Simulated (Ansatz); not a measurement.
The Sn1–F3 bond of FHSn (SMILES [F][SnH]) is stretched (multiplicity 1, the rest rigid).
Geometry at rest (charge 0, multiplicity 1):
```tsv
atom	x (Å)	y (Å)	z (Å)
Sn	-0.0910	-0.1737	0.2189
H	-1.0351	-1.0891	-1.0004
F	0.6204	1.0860	-1.1050
```

Frozen-core correlation. Filled d and f shells under p-block atoms count as core.

The values were computed with Ansatz (a program for electronic structure) with Gaussian orbitals. Each number belongs to the level named beside it. In def2 rows elements past Kr take small-core potentials, without spin–orbit coupling.

FIC-MRCISD+Q on CASSCF(6,4)/def2-SVP, total energies (hartree):

```
R (Å)       CASSCF       MRCISD  weight c² of the reference
-----  -----------  -----------  --------------------------
1.961  -313.313156  -313.551866                     0.92362
3.432  -313.186453  -313.406781                     0.92394
6.275  -313.174477  -313.388588                     0.92523
```

**Question.** Add the Davidson correction (E_MRCISD − E_CASSCF)(1 − c²)/c² and give the energies above the first point at the three levels.

**Answer.** 
Corrections (hartree): -0.019742, -0.018137, -0.017303. Above the first point (kcal/mol):
- R = 3.432 Å: CASSCF 79.5, MRCISD 91.0, with the correction 92.0
- R = 6.275 Å: CASSCF 87.0, MRCISD 102.5, with the correction 104.0

Doubts at one or more of the structures used: active orbitals that take no part (FIC-MRCISD+Q on CASSCF(6,4)/def2-SVP).
